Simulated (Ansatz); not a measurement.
A single point on C$_{4}$H$_{3}$F$_{3}$ (`FC1=CC(F)(F)C1`).

```yaml
crystal:
  periodic: [false, false, false]
  atoms:
    - {symbol: F, position_ang: [1.129683, -1.764554, 1.197978]}
    - {symbol: C, position_ang: [0.447198, -0.877710, 0.515733]}
    - {symbol: C, position_ang: [-0.664909, -0.949877, -0.209412]}
    - {symbol: C, position_ang: [-0.552581, 0.515184, -0.506484]}
    - {symbol: F, position_ang: [-0.388909, 0.843757, -1.809890]}
    - {symbol: F, position_ang: [-1.563953, 1.290460, -0.047994]}
    - {symbol: C, position_ang: [0.743233, 0.580128, 0.341545]}
    - {symbol: H, position_ang: [-1.373869, -1.713844, -0.488624]}
    - {symbol: H, position_ang: [1.641782, 0.825919, -0.226550]}
    - {symbol: H, position_ang: [0.665524, 1.199237, 1.236597]}
basis:
  gaussian: {orbitals: def2-TZVPP}
hamiltonian: {xc: pbe}
correlation: {method: rpa}
```

```sh
$ ansatz run in.yaml --threads 4 --pin off --events-out ev --progress --plain
```

Shortened log:

```
Functional definition: PBE
1650 factors; integrals over basis functions are off by at most 8.0e-4 eV
mean field evaluation 1: about -12327.5408 eV, gradient 7.1e1 eV
mean field evaluation 2: about -12327.5292 eV, gradient 7.1e1 eV
mean field evaluation 4: about -12336.7889 eV, gradient 2.8e1 eV
mean field evaluation 8: about -12338.1975 eV, gradient 2.5e-1 eV
mean field evaluation 16: about -12338.1978 eV, gradient 1.2e-4 eV
mean field -12338.19779025 eV, -453.4204056610 hartree, gradient 4.6e-6 eV, S^2 0.000000; 0 other end points of the search recorded, 0 dependent functions left out
7 core orbitals not correlated: weight in the atoms' cores, before any rotation towards them, 1.000 or more for the frozen orbitals, at most 0.000 for the correlated occupied ones
reference -12288.25412610 eV, -451.5850098564 hartree; 20, 20 occupied and 232, 232 virtual orbitals, 1650 factors
Total energy: -12345.30927794 eV, -453.6817480130 hartree
```

Run time 4.7 s (4 threads of a server CPU on a shared host); peak host memory 0.7 GiB.
